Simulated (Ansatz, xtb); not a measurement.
Two structures of ClGeH3NSi

We compare X, a doublet given by its coordinates, with Y, a doublet given by its coordinates. Both are isolated molecules in the gas phase, relaxed with B3LYP-D3(BJ)/def2-SVP.

X (Å):

```xyz
7

Cl   -1.2345    2.4299   -0.0707
Ge   -2.4758    0.6290   -0.5429
N    -1.6837   -0.4918    0.7014
Si   -0.3843   -0.2677    1.8717
H    -0.4245   -1.4514    2.7915
H    -0.5552    1.0029    2.6319
H    -2.0251   -1.4534    0.6365
```

Close contacts (Å): Cl1–Ge2 2.24, Ge2–N3 1.85, N3–Si4 1.76, N3–H7 1.02, Si4–H5 1.50, Si4–H6 1.49.

Y (Å):

```xyz
7

Cl   -1.6352    1.0784   -1.9363
Ge   -1.1251    1.6808    0.1588
N    -1.4308    0.0098    0.9102
Si   -1.3967   -0.4503    2.6015
H    -0.5726   -1.6862    2.8100
H    -0.8104    0.7115    3.3418
H    -1.7158   -0.7087    0.2406
```

Close contacts (Å): Cl1–Ge2 2.24, Ge2–N3 1.86, N3–Si4 1.75, N3–H7 1.02, Si4–H5 1.50, Si4–H6 1.50.

Question: Estimate E(Y) − E(X) at the level CCSD(T)/def2-SVP + ΔMP2/def2-TZVPP.

Answer: Too close to call at this level: CCSD(T)/def2-SVP + ΔMP2/def2-TZVPP gives E(Y) − E(X) = −0.48 kcal/mol.

The same difference at several levels:

| level | geometry | E(Y) − E(X) (kcal/mol) | departure from the last row (kcal/mol) | job, with rough time for the two |
| --- | --- | --- | --- | --- |
| B3LYP-D3(BJ)/def2-SVP | B3LYP-D3(BJ)/def2-SVP | +0.11 | +0.59 | optimisation, 87 s |
| HF/def2-SVP | B3LYP-D3(BJ)/def2-SVP | −0.75 | −0.28 | part of the CCSD(T) run |
| MP2/def2-SVP | B3LYP-D3(BJ)/def2-SVP | −0.27 | +0.21 | part of the CCSD(T) run |
| CCSD(T)/def2-SVP | B3LYP-D3(BJ)/def2-SVP | −0.17 | +0.30 | single point |
| CCSD(T)/def2-SVP + ΔMP2/def2-TZVPP | B3LYP-D3(BJ)/def2-SVP | −0.48 |  | single point, 54 s |

The largest departure from CCSD(T)/def2-SVP + ΔMP2/def2-TZVPP is that of B3LYP-D3(BJ)/def2-SVP, 0.59 kcal/mol. Levels run at GFN2-xTB geometries aren't shown. The last row adds to CCSD(T) the change of the MP2 difference between the two basis sets, here −0.30 kcal/mol.

With harmonic frequencies from B3LYP-D3(BJ)/def2-SVP (ideal gas, rigid rotor, one conformer each, 298.15 K, 1 atm): on the last row, ΔE + ΔZPE = −0.54, ΔH = −0.48, ΔG = −0.67 kcal/mol.

Open shells are spin-unrestricted. The correlated steps freeze 20 core orbitals; the filled d shell of Ge is correlated, in a basis made for valence electrons. Codes used: Ansatz 0.2.0; the last row on 2 threads of Arm Neoverse V2 on a shared host.
